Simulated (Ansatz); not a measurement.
Consider the ligand exchange at the Sn–C bond: `[CH3][Sn]([CH3])([Cl])[Cl]` + H₂S → `[CH3][Sn]([SH])([Cl])[Cl]` + CH₄.

Gas-phase electronic energies from Ansatz, PBE0-D4/def2-TZVP geometries. CCSD(T)/CBS is the MP2 limit (def2-TZVPP, def2-QZVPP) plus CCSD(T) − MP2 in def2-TZVPP, frozen cores. This one scheme is used for every species. DFT in def2-TZVPP. B3LYP here is the variant with VWN-RPA as its local correlation; programs differ in this. HSE06 is defined as in plane-wave codes. def2 core potentials past Kr. For Sn outer-core shells are correlated without core-valence functions, which leaves a few kJ/mol of doubt a bond. Each species was taken in one conformer, which may not be the lowest.

```
             level  ΔE (kJ/mol)  difference from CCSD(T)/CBS
            PBE-D4        -78.3                         -6.9
         revPBE-D4        -78.3                         -6.9
           BLYP-D4        -79.4                         -8.0
            B97M-V        -81.7                        -10.3
           PBE0-D4        -77.4                         -6.0
          B3LYP-D4        -78.5                         -7.1
        r2SCANh-D4        -78.7                         -7.3
        r2SCAN0-D4        -77.9                         -6.5
          HSE06-D4        -77.6                         -6.2
          BHLYP-D4        -79.2                         -7.8
      CAM-B3LYP-D4        -73.6                         -2.2
           ωB97X-V        -72.3                         -0.9
           ωB97M-V        -72.8                         -1.4
            B2PLYP        -74.9                         -3.5
          PBE-QIDH        -74.6                         -3.2
               PBE        -76.9                         -5.5
            revPBE        -77.2                         -5.8
              BLYP        -76.8                         -5.4
            r2SCAN        -79.0                         -7.6
              PBE0        -76.1                         -4.7
             B3LYP        -76.1                         -4.7
           r2SCANh        -78.4                         -7.0
           r2SCAN0        -77.6                         -6.2
             HSE06        -76.3                         -4.9
             BHLYP        -75.7                         -4.3
           LC-ωPBE        -70.3                          1.1
RPA@PBE/def2-TZVPP        -64.2                          7.2
       HF/def2-SVP        -79.3                         -7.9
      MP2/def2-SVP        -80.0                         -8.6
     CCSD/def2-SVP        -76.3                         -4.9
  CCSD(T)/def2-SVP        -77.0                         -5.6
     HF/def2-TZVPP        -75.8                         -4.4
    MP2/def2-TZVPP        -71.7                         -0.3
SCS-MP2/def2-TZVPP        -70.6                          0.8
CCSD(T)/def2-TZVPP        -68.0                          3.4
     HF/def2-QZVPP        -75.7                         -4.3
    MP2/def2-QZVPP        -73.7                         -2.3
SCS-MP2/def2-QZVPP        -72.4                         -1.0
      HF/CBS(def2)        -75.7                         -4.3
    CCSD/CBS(def2)        -70.2                          1.2
       CCSD(T)/CBS        -71.4                            0
```

Largest T1 diagnostic among the species: 0.011.

In def2-TZVPP, CCSD(T) changes the Hartree–Fock value by +7.8 kJ/mol (the triples alone add −1.2 kJ/mol) and MP2 by +4.1 kJ/mol. At CCSD(T), def2-SVP lies −5.6 kJ/mol from the extrapolated value and def2-TZVPP +3.4 kJ/mol. Leaving LDA and LC-ωPBE aside and taking each functional with its dispersion term where it has one, the values spread over 9.5 kJ/mol, from B97M-V to ωB97X-V. LDA lies +3.8 kJ/mol from PBE without D4.
